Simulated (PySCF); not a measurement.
# Unknowns

[PySCF 2.14.0 with density-fitted response routines: geometry: GFN2-xTB; shieldings: GIAO PBE0/pcSseg-1; isolated molecule; non-relativistic; one averaged value for each set of equivalent atoms; single conformer]

Scale: 1H, 13C vs TMS (reference shieldings calculated alike). Splittings of carbon signals by F and P are missing where no couplings were computed. Where no couplings were computed, multiplicities follow the n + 1 count of equivalent neighbours, and m marks all less simple cases (inequivalent or close neighbours, rings, F or P nearby). Shifts are as computed. Against solution values, carbons near 30 ppm lie about +3 ppm off and those near 130 ppm about +5 ppm. Of 1309 compounds with measured shifts, 239 miss one by over three times the rms of a fit or turn the order of signals round; such compounds aren't used in these exercises.

Task: C₃H₉ClOSi₂. 1H NMR (300 MHz, computed): δ 6.68 (m, 1H), 6.50 (m, 1H), 6.42 (m, 1H), 5.65 (m, 1H), 5.17 (m, 1H), 5.08 (m, 1H), 3.69 (s, 3H). 13C{1H} NMR (computed): δ 143.8 (CH2), 139.1 (CH), 56.1 (CH3). Give a structure.

Result: SMILES CO[SiH2][Si@H](C=C)Cl. The formula gives 1 degree of unsaturation (no ring in the answer). 3 carbon signals for 3 carbons: no two carbons are equivalent. Carbon types of the structure: 1 × CH, 1 × CH2, 1 × CH3, leaving 3 H on heteroatoms. δC 143.8: terminal =CH2 carbon; as expected for a trigonal carbon in a double bond. δC 139.1: alkene CH; an sp2 carbon of a C=C bond. δH 6.50: hydrogen on an alkene CH; a vinylic proton, deshielded by the sp2 carbon and the C=C anisotropy. δH 3.69: hydrogen on a methyl carbon bonded to O; its carbon carries O, hence the downfield position.

The data come from this structure; uniqueness wasn't tested.

Task: C₉H₇F. 1H NMR (400 MHz, computed): δ 6.32 (m, 1H), 6.11 (m, 1H), 5.42 (m, 1H), 5.23 (m, 1H), 2.24 (s, 3H). 13C{1H} NMR (computed): δ 172.5 (C), 133.5 (CH2), 129.3 (C), 102.1 (CH2), 90.1 (C), 88.1 (C), 74.3 (C), 71.6 (C), 5.9 (CH3). What is it?

Result: SMILES C=C(F)C(=C)C#CC#CC. The formula gives 6 degrees of unsaturation (no ring in the answer). 9 carbon signals for 9 carbons: no two carbons are equivalent. Carbon types of the structure: 6 × C, 2 × CH2, 1 × CH3, which accounts for all hydrogens. δC 172.5, 129.3: fully substituted alkene carbon. δC 133.5, 102.1: terminal =CH2 carbon; an sp2 carbon of a C=C bond. δC 90.1, 88.1, 74.3, 71.6: alkyne carbon; sp carbons lie upfield of alkene carbons because the cylindrical π system leaves one tensor component strongly shielded. δH 6.32, 6.11, 5.42, 5.23: hydrogen on a terminal =CH2 carbon; attached to an sp2 carbon and in the plane of the double bond.

The shifts were computed for this structure.
